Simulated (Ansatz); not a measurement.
Task: Name a neutral molecule of C, Si and H with HOMO–LUMO gap (PBE0/def2-TZVPP) between 6.55 and 6.85 eV and HOMO–LUMO gap (ωB97M-V/def2-TZVPP) between 11.00 and 11.30 eV (Ansatz, PBE0-D4/def2-TZVP geometry).

Result: `CC=C([SiH3])[SiH3]` (6.85 eV, 11.05 eV); `[SiH3]C1=CC1` (6.74 eV, 11.05 eV). Other molecules can fit too; these were computed, each in one conformer that needn't be the lowest.
